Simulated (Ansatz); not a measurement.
A short molecular-dynamics run on C$_{4}$H$_{3}$F$_{7}$ (`FCC(F)(C(F)F)C(F)(F)F`).

```yaml
crystal:
  periodic: [false, false, false]
  atoms:
    - {symbol: F, position_ang: [-1.674270, 0.535992, 1.587467]}
    - {symbol: C, position_ang: [-1.328295, -0.264291, 0.525935]}
    - {symbol: C, position_ang: [0.169625, -0.173765, 0.297348]}
    - {symbol: F, position_ang: [0.825300, -0.781958, 1.337895]}
    - {symbol: C, position_ang: [0.630368, 1.291759, 0.299899]}
    - {symbol: F, position_ang: [1.918454, 1.393823, -0.073642]}
    - {symbol: F, position_ang: [-0.117036, 2.014937, -0.559592]}
    - {symbol: C, position_ang: [0.551196, -0.945058, -0.981139]}
    - {symbol: F, position_ang: [0.118166, -0.304117, -2.065518]}
    - {symbol: F, position_ang: [1.857733, -1.119816, -1.081678]}
    - {symbol: F, position_ang: [-0.021329, -2.155010, -0.966376]}
    - {symbol: H, position_ang: [-1.868002, 0.072115, -0.361924]}
    - {symbol: H, position_ang: [-1.594500, -1.295390, 0.763181]}
    - {symbol: H, position_ang: [0.519691, 1.701480, 1.306943]}
basis:
  gaussian: {orbitals: "6-31G*"}
hamiltonian: {xc: {name: r2SCAN}, dispersion: d4}
md: {timestep: 2 fs, n_steps: 50, ensemble: nvt_nose_hoover, temperature: 300, initial_velocities: maxwell_boltzmann, seed: 667}
```

```sh
$ ansatz run in.yaml --threads 4 --pin off --events-out ev --progress --plain --max-ram 41984MiB --backend cpu
```

```
step  time (fs)  potential energy (eV)  kinetic (eV)  T (K)  conserved (eV)
   0        0.0            -23204.2017        0.4653    300     -23203.7364
   1        2.0            -23204.0388        0.3558    229     -23203.6830
   2        4.0            -23204.0725        0.3457    223     -23203.7270
   3        6.0            -23203.9522        0.2484    160     -23203.7040
   4        8.0            -23203.8967        0.2031    131     -23203.6939
   5       10.0            -23204.0167        0.2864    185     -23203.7310
   6       12.0            -23203.9148        0.2314    149     -23203.6845
   7       14.0            -23204.0134        0.2849    184     -23203.7300
   8       16.0            -23203.9327        0.2268    146     -23203.7080
   9       18.0            -23203.8747        0.1800    116     -23203.6974
  10       20.0            -23203.9637        0.2364    152     -23203.7306
  11       22.0            -23203.8467        0.1667    107     -23203.6841
  12       24.0            -23203.9731        0.2470    159     -23203.7311
  13       26.0            -23203.9417        0.2375    153     -23203.7102
  14       28.0            -23203.9221        0.2294    148     -23203.6999
  15       30.0            -23204.0431        0.3186    205     -23203.7330
  16       32.0            -23203.9258        0.2458    158     -23203.6902
  17       34.0            -23204.0210        0.2976    192     -23203.7353
  18       36.0            -23203.9578        0.2567    165     -23203.7147
  19       38.0            -23203.8876        0.2013    130     -23203.7014
  20       40.0            -23203.9832        0.2652    171     -23203.7348
  21       42.0            -23203.8666        0.1937    125     -23203.6914
  22       44.0            -23203.9805        0.2637    170     -23203.7372
  23       46.0            -23203.9386        0.2442    157     -23203.7170
  24       48.0            -23203.8808        0.1988    128     -23203.7065
  25       50.0            -23203.9605        0.2540    164     -23203.7332
  26       52.0            -23203.8595        0.1893    122     -23203.6991
  27       54.0            -23203.9503        0.2459    159     -23203.7355
  28       56.0            -23203.9278        0.2431    157     -23203.7185
  29       58.0            -23203.9022        0.2302    148     -23203.7084
  30       60.0            -23204.0140        0.3161    204     -23203.7375
  31       62.0            -23203.9129        0.2542    164     -23203.7016
  32       64.0            -23203.9775        0.2838    183     -23203.7400
  33       66.0            -23203.8925        0.2244    145     -23203.7176
  34       68.0            -23203.8258        0.1680    108     -23203.7099
  35       70.0            -23203.9145        0.2367    153     -23203.7324
  36       72.0            -23203.8702        0.2217    143     -23203.7065
  37       74.0            -23203.9943        0.3165    204     -23203.7395
  38       76.0            -23203.9794        0.3207    207     -23203.7249
  39       78.0            -23203.8999        0.2558    165     -23203.7144
  40       80.0            -23203.9300        0.2702    174     -23203.7340
  41       82.0            -23203.8192        0.1901    123     -23203.7066
  42       84.0            -23203.9108        0.2539    164     -23203.7378
  43       86.0            -23203.9243        0.2865    185     -23203.7228
  44       88.0            -23203.9097        0.2802    181     -23203.7188
  45       90.0            -23203.9746        0.3343    216     -23203.7342
  46       92.0            -23203.8953        0.2786    180     -23203.7153
  47       94.0            -23203.9418        0.3144    203     -23203.7304
  48       96.0            -23203.9676        0.3531    228     -23203.7226
  49       98.0            -23203.9683        0.3626    234     -23203.7191
  50      100.0            -23204.0445        0.4320    279     -23203.7316
```

Velocities are drawn at the set temperature; a run this short doesn't reach equilibrium.

Frames (Å, forces in eV/Å):

```xyz
14
time=0.0 fs
F    -1.674    0.536    1.587   -0.031    0.318    0.375
C    -1.328   -0.264    0.526    0.025   -0.166   -0.227
C     0.170   -0.174    0.297   -0.209    0.212   -0.524
F     0.825   -0.782    1.338    0.292   -0.252    0.393
C     0.630    1.292    0.300   -0.192   -0.200    0.466
F     1.918    1.394   -0.074    0.570   -0.116   -0.173
F    -0.117    2.015   -0.560   -0.397    0.188   -0.413
C     0.551   -0.945   -0.981   -0.101    0.305    0.548
F     0.118   -0.304   -2.066   -0.273    0.455   -0.512
F     1.858   -1.120   -1.082    0.725   -0.015    0.038
F    -0.021   -2.155   -0.966   -0.330   -0.590    0.065
H    -1.868    0.072   -0.362   -0.041    0.007   -0.155
H    -1.595   -1.295    0.763   -0.017   -0.156   -0.004
H     0.520    1.701    1.307   -0.021    0.012    0.121
14
time=8.0 fs
F    -1.700    0.507    1.586    0.017   -0.129    0.075
C    -1.335   -0.271    0.506   -1.077    1.164   -1.506
C     0.159   -0.197    0.321    0.729    0.807   -0.822
F     0.832   -0.787    1.391   -0.423    0.138   -0.364
C     0.629    1.263    0.277    0.942    1.263    1.091
F     1.972    1.415   -0.103   -1.487   -0.631    0.533
F    -0.100    2.035   -0.559   -0.274   -0.397   -0.479
C     0.552   -0.952   -0.936   -0.507    0.306   -1.926
F     0.114   -0.307   -2.081   -0.133    0.004    1.098
F     1.855   -1.079   -1.105    0.501   -0.409    0.567
F    -0.049   -2.157   -0.958    0.245   -0.327    0.216
H    -1.951    0.073   -0.426    1.403   -0.390    1.386
H    -1.565   -1.299    0.655   -0.500   -1.053    0.609
H     0.467    1.688    1.298    0.562   -0.345   -0.478
14
time=16.0 fs
F    -1.725    0.477    1.587    0.069    0.108   -0.329
C    -1.355   -0.295    0.492    0.381    1.791   -0.913
C     0.175   -0.188    0.310   -0.050   -0.147    0.418
F     0.826   -0.787    1.432   -0.557    0.492   -1.414
C     0.674    1.278    0.280    0.278    0.588    0.720
F     1.984    1.417   -0.118   -0.758   -0.559   -0.014
F    -0.092    2.044   -0.571    0.261   -0.616    0.569
C     0.534   -0.946   -0.969    0.637   -0.294    0.005
F     0.104   -0.309   -2.069   -0.469    0.239    0.085
F     1.867   -1.052   -1.112   -0.315   -0.627    0.314
F    -0.068   -2.169   -0.944    0.652    0.304   -0.109
H    -1.803    0.143   -0.488    0.304   -0.890    1.628
H    -1.644   -1.309    0.723   -0.100   -0.493   -0.329
H     0.638    1.645    1.330   -0.332    0.105   -0.630
14
time=24.0 fs
F    -1.748    0.451    1.580    0.154    0.214    0.205
C    -1.337   -0.289    0.495    0.287   -0.426    0.219
C     0.193   -0.181    0.314   -0.399    0.277    0.196
F     0.803   -0.772    1.430   -0.034    0.060   -0.899
C     0.725    1.311    0.296   -1.938   -0.673   -0.193
F     1.976    1.402   -0.133    0.977   -0.189   -0.335
F    -0.077    2.034   -0.569    0.247   -0.278    0.318
C     0.543   -0.950   -1.000    0.154    0.174    2.026
F     0.080   -0.302   -2.053   -0.385    0.274   -0.689
F     1.872   -1.044   -1.110   -0.101   -0.757   -0.191
F    -0.067   -2.173   -0.933    0.831    0.329   -0.424
H    -1.815    0.088   -0.392   -0.305    0.424   -0.623
H    -1.689   -1.339    0.624    0.643    0.499    0.105
H     0.654    1.738    1.293   -0.130    0.071    0.287
14
time=32.0 fs
F    -1.766    0.431    1.578    0.277    0.127    0.440
C    -1.312   -0.264    0.482    0.841   -2.100    2.058
C     0.192   -0.158    0.326   -0.229    0.881   -0.387
F     0.780   -0.757    1.402    0.496   -0.464    0.420
C     0.698    1.321    0.314    0.247   -0.957   -1.222
F     1.989    1.379   -0.155   -0.346   -0.122    0.573
F    -0.056    2.015   -0.557   -0.593    0.391   -0.547
C     0.557   -0.945   -0.950   -0.520    0.704   -0.785
F     0.045   -0.289   -2.053    0.423   -0.366    0.864
F     1.873   -1.060   -1.112   -0.182   -0.421    0.053
F    -0.040   -2.167   -0.934    0.684    0.287    0.039
H    -1.821    0.092   -0.329   -1.245    0.994   -2.588
H    -1.515   -1.369    0.592   -0.060    1.022    0.192
H     0.609    1.801    1.269    0.209    0.024    0.890
14
time=40.0 fs
F    -1.775    0.414    1.587    0.230    0.464   -0.290
C    -1.303   -0.250    0.464   -0.661   -0.330    0.513
C     0.181   -0.101    0.321    0.098   -1.484   -0.203
F     0.770   -0.753    1.384    0.420   -0.031    0.370
C     0.677    1.305    0.309    1.820    0.255   -0.235
F     1.994    1.352   -0.162   -0.855   -0.151    0.584
F    -0.051    2.009   -0.560   -0.696    0.738   -0.262
C     0.551   -0.909   -0.931    0.197   -0.283   -1.418
F     0.022   -0.285   -2.030    0.474    0.005    0.452
F     1.867   -1.089   -1.112   -0.313    0.384    0.213
F     0.008   -2.151   -0.933   -0.070    0.213    0.488
H    -1.787    0.108   -0.461   -0.190   -0.188    0.424
H    -1.457   -1.318    0.682   -0.271    0.175   -0.532
H     0.674    1.713    1.327   -0.185    0.233   -0.105
14
time=48.0 fs
F    -1.777    0.411    1.590    0.183    0.317   -0.077
C    -1.322   -0.247    0.472   -1.310    0.947   -1.897
C     0.174   -0.107    0.304    0.191   -0.997    0.033
F     0.775   -0.753    1.377    0.213   -0.058    0.046
C     0.726    1.298    0.294   -1.581    0.668    0.845
F     1.978    1.321   -0.152    0.939    0.096   -0.236
F    -0.065    2.023   -0.570    0.295    0.142    0.250
C     0.552   -0.887   -0.968    0.285   -0.969    1.369
F     0.012   -0.280   -1.996   -0.023    0.767   -1.515
F     1.855   -1.106   -1.108    0.735    0.899   -0.287
F     0.054   -2.130   -0.919   -0.980   -0.742    0.193
H    -1.885    0.094   -0.500    0.997   -0.144    1.787
H    -1.557   -1.289    0.568    0.003   -0.819    0.289
H     0.670    1.725    1.330    0.052   -0.108   -0.799
14
time=56.0 fs
F    -1.773    0.418    1.591    0.353   -0.095    0.590
C    -1.366   -0.258    0.465   -0.126    2.064   -1.358
C     0.172   -0.157    0.292   -0.404    1.434    0.694
F     0.786   -0.754    1.372    0.070   -0.357    0.155
C     0.714    1.308    0.284   -1.379    0.048    0.301
F     1.985    1.291   -0.147    0.421    0.249   -0.222
F    -0.074    2.044   -0.576    0.442   -0.165   -0.016
C     0.566   -0.906   -0.956   -0.200    0.095    0.064
F     0.004   -0.254   -2.002    0.489   -0.172   -0.274
F     1.864   -1.096   -1.111    0.806    0.726   -0.358
F     0.071   -2.132   -0.898   -1.071   -1.271   -0.135
H    -1.927    0.273   -0.382    1.029   -1.110    0.660
H    -1.601   -1.299    0.529   -0.460   -0.826    0.172
H     0.663    1.824    1.266    0.031   -0.620   -0.271
14
time=64.0 fs
F    -1.759    0.426    1.607    0.080    0.159   -0.271
C    -1.395   -0.246    0.447    1.245   -0.470    1.273
C     0.153   -0.154    0.310   -0.287   -0.088   -0.142
F     0.799   -0.765    1.371   -0.239    0.173    0.049
C     0.644    1.308    0.272    1.796   -0.819   -0.267
F     2.003    1.270   -0.148   -1.666    0.345    0.374
F    -0.070    2.062   -0.581   -0.029   -0.004   -0.141
C     0.572   -0.925   -0.937   -0.189    0.415   -0.976
F     0.011   -0.233   -2.018    0.759   -1.067    0.865
F     1.895   -1.063   -1.125   -0.747    0.223    0.041
F     0.056   -2.170   -0.881   -0.081    0.189   -0.322
H    -1.800    0.226   -0.418   -0.702    0.468   -0.750
H    -1.734   -1.288    0.550    0.237    0.195   -0.183
H     0.649    1.735    1.263   -0.176    0.281    0.451
14
time=72.0 fs
F    -1.741    0.437    1.618   -0.065    0.204   -0.481
C    -1.385   -0.223    0.446    0.568   -2.258    2.287
C     0.124   -0.152    0.320    1.085   -1.050   -1.071
F     0.805   -0.771    1.372   -0.589    0.391   -0.178
C     0.645    1.283    0.268    0.669   -0.109   -0.409
F     1.973    1.258   -0.137   -1.095    0.349    0.424
F    -0.065    2.077   -0.590    0.196   -0.487    0.163
C     0.568   -0.926   -0.957   -0.225   -0.134    0.390
F     0.041   -0.243   -2.011    0.168   -0.825    0.072
F     1.905   -1.021   -1.139   -1.215   -0.271    0.224
F     0.038   -2.204   -0.874    0.638    1.232   -0.600
H    -1.794    0.180   -0.416   -1.111    1.474   -1.651
H    -1.786   -1.280    0.506    0.777    0.876    0.129
H     0.566    1.675    1.263    0.200    0.608    0.701
14
time=80.0 fs
F    -1.722    0.453    1.617    0.277   -0.016    0.505
C    -1.370   -0.214    0.466   -0.465   -0.565   -0.355
C     0.139   -0.186    0.285    0.230    1.257    0.570
F     0.793   -0.767    1.368   -0.357   -0.166   -0.147
C     0.671    1.267    0.279   -1.995    0.635    0.244
F     1.915    1.258   -0.117    2.100    0.329   -0.473
F    -0.053    2.078   -0.594    0.152   -0.712    0.256
C     0.555   -0.934   -0.963    0.336   -0.433    0.650
F     0.076   -0.279   -2.003   -0.948    0.091   -1.176
F     1.880   -0.988   -1.146   -0.068   -0.754    0.367
F     0.037   -2.203   -0.886    0.506    0.620   -0.510
H    -1.886    0.349   -0.349    0.488   -0.861    0.088
H    -1.652   -1.299    0.539   -0.218    0.937   -0.087
H     0.587    1.747    1.265   -0.038   -0.360    0.069
14
time=88.0 fs
F    -1.696    0.471    1.628    0.243    0.179    0.096
C    -1.354   -0.214    0.485   -0.871    1.038   -1.991
C     0.162   -0.172    0.274   -1.598    0.346    1.094
F     0.771   -0.767    1.360    0.256   -0.226    0.250
C     0.622    1.276    0.296    0.780    0.274    0.476
F     1.909    1.269   -0.106    0.981    0.418    0.130
F    -0.038    2.057   -0.591   -0.578   -0.036    0.165
C     0.554   -0.954   -0.945    0.000    1.159   -0.852
F     0.084   -0.316   -2.028   -1.060    0.232   -0.645
F     1.852   -0.977   -1.141    1.371   -0.969    0.443
F     0.051   -2.184   -0.913   -0.057   -0.684    0.070
H    -1.881    0.285   -0.436    0.936   -0.848    1.561
H    -1.701   -1.229    0.575   -0.127   -0.637    0.088
H     0.580    1.688    1.342   -0.275   -0.246   -0.884
14
time=96.0 fs
F    -1.662    0.496    1.644   -0.141    0.063   -0.602
C    -1.351   -0.229    0.484   -0.638    1.975   -0.663
C     0.122   -0.143    0.307    0.535   -1.269   -0.994
F     0.753   -0.773    1.359    0.217   -0.035    0.333
C     0.602    1.284    0.307    1.409   -0.040    0.561
F     1.936    1.293   -0.090   -0.753    0.218    0.904
F    -0.041    2.035   -0.584   -0.872    0.485   -0.561
C     0.554   -0.928   -0.960   -0.365    0.263   -0.539
F     0.059   -0.346   -2.075   -0.326    0.368    0.043
F     1.863   -0.995   -1.121    0.612   -0.244    0.336
F     0.066   -2.181   -0.940   -0.110   -0.206    0.368
H    -1.829    0.183   -0.455    0.161    0.021    1.091
H    -1.713   -1.201    0.625   -0.286   -1.809    0.236
H     0.442    1.661    1.340    0.558    0.210   -0.513
14
time=100.0 fs
F    -1.645    0.510    1.645   -0.219   -0.195   -0.490
C    -1.361   -0.233    0.487   -1.376   -0.269    0.191
C     0.102   -0.151    0.312    1.658   -0.401   -1.197
F     0.747   -0.777    1.362   -0.002   -0.120    0.074
C     0.622    1.284    0.313    0.408    0.330    0.236
F     1.944    1.309   -0.072   -0.640    0.022    0.666
F    -0.053    2.029   -0.586   -0.487    0.174   -0.507
C     0.548   -0.903   -0.980    0.028   -1.115   -0.139
F     0.041   -0.357   -2.100    0.063    0.477    0.246
F     1.879   -1.010   -1.107   -0.339    0.275    0.163
F     0.073   -2.184   -0.950   -0.045    0.358    0.326
H    -1.864    0.227   -0.415    0.227   -0.540    0.959
H    -1.670   -1.308    0.669    0.193    1.147   -0.352
H     0.455    1.730    1.310    0.531   -0.144   -0.175
```

Hardware: 4 threads of an AMD EPYC 7R13 on a shared host. Wall time 2.9 min, peak host memory 0.32 GiB.
